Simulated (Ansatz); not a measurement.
CH$_{4}$AlFO$_{2}$ (`C[O][Al]([OH])[F]`) from Hartree–Fock to CCSD(T)

```xyz
9

C     1.427   -0.192    0.717
O     0.321   -0.840    0.153
Al   -1.102   -0.341   -0.559
O    -1.455    1.298   -0.719
F    -2.150   -1.484   -1.100
H     2.338   -0.477    0.182
H     1.541   -0.494    1.763
H     1.336    0.900    0.683
H    -2.256    1.629   -1.120
```

Total charge 0; spin multiplicity 1. All single points use the PBE0-D4/def2-TZVP geometry. It is one conformer, not always the lowest. Frozen core, restricted reference, Ansatz 0.2.0. CBS rows extrapolate triple and quadruple zeta.

| basis | HF (Eh) | MP2 corr. | CCSD corr. | (T) | CCSD(T) total |
| --- | --- | --- | --- | --- | --- |
| def2-SVP | -531.15319 | -0.75619 | ? | -0.01504 | ? |
| def2-TZVPP | -531.60821 | ? | -0.99244 | -0.03257 | ? |
| def2-QZVPP | -531.63039 | -1.05697 | -1.06424 | -0.03799 | -532.73262 |
| CBS(def2) | -531.63344 | -1.11716 | -1.11742 | -0.04201 | -532.79287 |
| cc-pV(D+d)Z | -531.47739 | -0.76171 | -0.78784 | ? | ? |
| cc-pV(T+d)Z | -531.59612 | -0.98083 | -0.99601 | -0.03309 | -532.62522 |
| cc-pV(Q+d)Z | -531.62558 | -1.05993 | -1.06707 | -0.03801 | -532.73066 |
| CBS(cc) | -531.63446 | -1.11624 | ? | -0.04151 | ? |

**Question.** Fill in the withheld values. (Best estimate.)

**Answer.** Computed: def2-SVP CCSD corr.: -0.78373; def2-SVP CCSD(T) total: -531.95196; def2-TZVPP MP2 corr.: -0.97572; def2-TZVPP CCSD(T) total: -532.63322; cc-pV(D+d)Z (T): -0.01592; cc-pV(D+d)Z CCSD(T) total: -532.28115; CBS(cc) CCSD corr.: -1.11766; CBS(cc) CCSD(T) total: -532.79363.
